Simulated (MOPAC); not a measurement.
MOPAC input (MNDO):

```
MNDO 1SCF UHF MS=0.5 GEO-OK AUX(PRECISION=9) THREADS=1
CH2BO

B    -0.22499700 1   -0.01005700 1   -1.34691100 1
H    -0.33436400 1    1.04036300 1   -1.88677100 1
H    -0.29447600 1   -1.06847100 1   -1.87768800 1
C     0.01701800 1    0.00076100 1    0.10187600 1
O     0.20646500 1    0.00922800 1    1.23597000 1
```

Output:

```
 *******************************************************************************
 **                                                                           **
 **                              MOPAC v23.2.5                                **
 **                                                                           **
 *******************************************************************************
 ** MOPAC's Digital Object Identifier: https://doi.org/10.5281/zenodo.6511958 **
 **                                                                           **
 ** Please cite the open-source release paper for use of this MOPAC version:  **
 ** J. E. Moussa and J. J. P. Stewart (2026)                                  **
 ** MOPAC: An open-source semiempirical molecular orbital program             **
 ** J. Open Source Softw., 11(119), 8025, https://doi.org/10.21105/joss.08025 **
 *******************************************************************************

                              MNDO CALCULATION RESULTS

 *******************************************************************************
 *  MNDO       - The MNDO Hamiltonian to be used
 *  GEO-OK     - OVERRIDE INTERATOMIC DISTANCE AND OTHER SAFETY CHECKS
 *  UHF        - UNRESTRICTED HARTREE-FOCK CALCULATION
 *  MS=        - IN MECI, MAGNETIC COMPONENT OF SPIN =  0.5
 *  1SCF       - DO 1 SCF AND THEN STOP
 *  AUX        - OUTPUT AUXILIARY INFORMATION
 *******************************************************************************
MNDO 1SCF UHF MS=0.5 GEO-OK AUX(PRECISION=9) THREADS=1
 CH2BO

   ATOM   CHEMICAL          X               Y               Z
  NUMBER   SYMBOL      (ANGSTROMS)     (ANGSTROMS)     (ANGSTROMS)

     1       B         -0.22499700  *  -0.01005700  *  -1.34691100  *
     2       H         -0.33436400  *   1.04036300  *  -1.88677100  *
     3       H         -0.29447600  *  -1.06847100  *  -1.87768800  *
     4       C          0.01701800  *   0.00076100  *   0.10187600  *
     5       O          0.20646500  *   0.00922800  *   1.23597000  *

          CARTESIAN COORDINATES

    NO.       ATOM           X           Y           Z

     1         B         -0.2250     -0.0101     -1.3469
     2         H         -0.3344      1.0404     -1.8868
     3         H         -0.2945     -1.0685     -1.8777
     4         C          0.0170      0.0008      0.1019
     5         O          0.2065      0.0092      1.2360

  H: (MNDO): M.J.S. DEWAR, W. THIEL, J. AM. CHEM. SOC., 99, 4899, (1977)
  B: (MNDO): M.J.S. DEWAR, M.L. MCKEE, J. AM. CHEM. SOC., 99, 5231, (1977)
  C: (MNDO): M.J.S. DEWAR, W. THIEL, J. AM. CHEM. SOC., 99, 4899, (1977)
  O: (MNDO): M.J.S. DEWAR, W. THIEL, J. AM. CHEM. SOC., 99, 4899, (1977)

           Empirical Formula: C H2 O B  =     5 atoms

      MOLECULAR POINT GROUP   :   C2v

          UHF CALCULATION, NO. OF ALPHA ELECTRONS =    8
                           NO. OF BETA  ELECTRONS =    7

 -------------------------------------------------------------------------------
 MNDO 1SCF UHF MS=0.5 GEO-OK AUX(PRECISION=9) THREADS=1
 CH2BO

     1SCF WAS SPECIFIED, SO BFGS WAS NOT USED
     SCF FIELD WAS ACHIEVED

                              MNDO CALCULATION
                                                       MOPAC v23.2.5 Linux

          FINAL HEAT OF FORMATION =        -19.55901 KCAL/MOL =     -81.83488 KJ/MOL

          COSMO AREA              =         79.76 SQUARE ANGSTROMS
          COSMO VOLUME            =         61.34 CUBIC ANGSTROMS

          IONIZATION POTENTIAL    =          8.725710 EV
          ALPHA SOMO LUMO (EV)    =         -8.726  0.602
          BETA  SOMO LUMO (EV)    =        -13.458 -0.346
          NO. OF ALPHA ELECTRONS  =          8
          NO. OF BETA  ELECTRONS  =          7
          MOLECULAR WEIGHT        =         40.8362         POINT GROUP:  C2v

          MOLECULAR DIMENSIONS (Angstroms)

            Atom       Atom       Distance
            O     5    H     2     3.33275
            H     3    O     5     2.00084
            C     4    H     3     0.00000

          SCF CALCULATIONS        =          1

   ATOM   CHEMICAL          X               Y               Z
  NUMBER   SYMBOL      (ANGSTROMS)     (ANGSTROMS)     (ANGSTROMS)

     1       B         -0.22499700  *  -0.01005700  *  -1.34691100  *
     2       H         -0.33436400  *   1.04036300  *  -1.88677100  *
     3       H         -0.29447600  *  -1.06847100  *  -1.87768800  *
     4       C          0.01701800  *   0.00076100  *   0.10187600  *
     5       O          0.20646500  *   0.00922800  *   1.23597000  *

                             CARTESIAN COORDINATES

   1    B       -0.224997000    -0.010057000    -1.346911000
   2    H       -0.334364000     1.040363000    -1.886771000
   3    H       -0.294476000    -1.068471000    -1.877688000
   4    C        0.017018000     0.000761000     0.101876000
   5    O        0.206465000     0.009228000     1.235970000

           Empirical Formula: C H2 O B  =     5 atoms

      MOLECULAR POINT GROUP   :   C2v

          ALPHA EIGENVALUES
 -45.55391 -27.01029 -19.36225 -16.87632 -16.37879 -15.63183 -13.50555  -8.72571
   0.60184   1.35382   1.84126   5.28524   6.07647   7.12883

           BETA EIGENVALUES
 -44.73197 -26.11352 -18.90451 -16.14612 -15.41204 -15.12736 -13.45753  -0.34596
   0.90124   2.06908   2.93200   5.63102   6.15557   7.62243

              NET ATOMIC CHARGES AND DIPOLE CONTRIBUTIONS

  ATOM NO.   TYPE          CHARGE      No. of ELECS.   s-Pop       p-Pop
    1          B           0.042228        2.9578     1.19542     1.76235
    2          H           0.005606        0.9944     0.99439
    3          H           0.005606        0.9944     0.99439
    4          C           0.047349        3.9527     1.30654     2.64611
    5          O          -0.100789        6.1008     1.85584     4.24495
 DIPOLE           X         Y         Z       TOTAL
 POINT-CHG.    -0.159    -0.007    -0.950     0.963
 HYBRID         0.062     0.003     0.373     0.378
 SUM           -0.096    -0.004    -0.577     0.585

          ATOMIC ORBITAL ELECTRON POPULATIONS

     Atom    s        px        py        pz
    1  B   1.19542   0.29859   0.80775   0.65601
    2  H   0.99439
    3  H   0.99439
    4  C   1.30654   1.09204   0.63609   0.91798
    5  O   1.85584   1.60429   1.39473   1.24594

                    (SZ)    =    0.500000
                    (S**2)  =    0.753341

          ATOMIC ORBITAL SPIN POPULATIONS

    Atom   Total    s     px     py     pz
         Atomic
    1  B  0.2769  0.014  0.253  0.010 -0.000
    2  H -0.0158 -0.016
    3  H -0.0158 -0.016
    4  C  0.4389  0.019  0.406  0.001  0.013
    5  O  0.3158  0.009  0.313  0.001 -0.007

 **********************
 *                    *
 * JOB ENDED NORMALLY *
 *                    *
 **********************

 == MOPAC DONE ==
```

The geometry given is a B3LYP-D3(BJ)/def2-TZVP minimum.
